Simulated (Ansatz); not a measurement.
Basis sets compared for Zn₆O₅. Total charge 0; singlet. Geometry r2SCAN-D4/def2-SVP. Ansatz on 4 threads of Arm Neoverse N1 on a shared host; times are rough, and most runs start from earlier orbitals.

```xyz
11

Zn    0.8661    1.5720   -2.4489
Zn   -1.2891   -2.3203    0.2695
Zn    0.8337    1.4837    2.2629
Zn   -0.5761   -1.0189   -2.3929
Zn   -0.5456   -0.9987    2.8155
Zn    1.3783    2.4749    0.2526
O     0.2336    0.4028    3.5431
O    -1.3056   -2.3343   -1.4865
O     1.5820    2.8523   -1.4747
O    -1.3109   -2.3753    2.0283
O     0.1336    0.2618   -3.3689
```

The structure comes from a short search, and lower isomers may exist.

Binding counts from free atoms (Zn singlet, O triplet) in the same basis, without a counterpoise term.

```csv
level,functions,energy (Eh),HOMO (eV),LUMO (eV),binding per atom (eV),wall time
PBE-D4/def2-SVP,256,-11048.8403,-5.48,-2.43,2.83,10 s
PBE0-D4/def2-SVP,256,-11048.9601,-7.08,-1.67,2.60,24 s
```

(1) Estimate the rows for PBE-D4/def2-TZVP (with forces), PBE0-D4/def2-TZVP.

Results:

(1) 
| level | functions | energy (Eh) | HOMO (eV) | LUMO (eV) | binding per atom (eV) | wall time |
| --- | --- | --- | --- | --- | --- | --- |
| PBE-D4/def2-TZVP (with forces) | 443 | -11050.9201 | -6.21 | -2.97 | 2.70 | 32 s |
| PBE0-D4/def2-TZVP | 443 | -11050.9816 | -7.61 | -2.29 | 2.53 | 75 s |
